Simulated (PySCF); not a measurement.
C₉H₉N₃, SMILES Cn1cccc1-c1ncccn1.

Coordinates come from a B3LYP-D3(BJ)/def2-SVP optimisation. This is a generated structure with no PubChem entry under its InChIKey; it may be hypothetical. One conformer was computed; it need not be the lowest.

Level of theory: PySCF with CAM-B3LYP/def2-SVP.

The molecule is in vacuum.

Q: Estimate the frontier levels, gap, dipole moment and polarisability. (An estimate is asked for; the answer gives what the named calculation found.)

A: 
```yaml
highest_occupied_level: -6.97 eV
lowest_empty_level: -0.01 eV
orbital_gap: 6.97 eV
dipole_moment: 2.36 D
quadrupole, principal values (traceless, Buckingham form, about the centre of nuclear charge): -11.76, -2.92, 14.68 D·Å
mean_static_polarisability: 117.8 bohr³ (17.46 Å³)
polarisability_principal_values: 53.1, 117.0, 183.3 bohr³
```
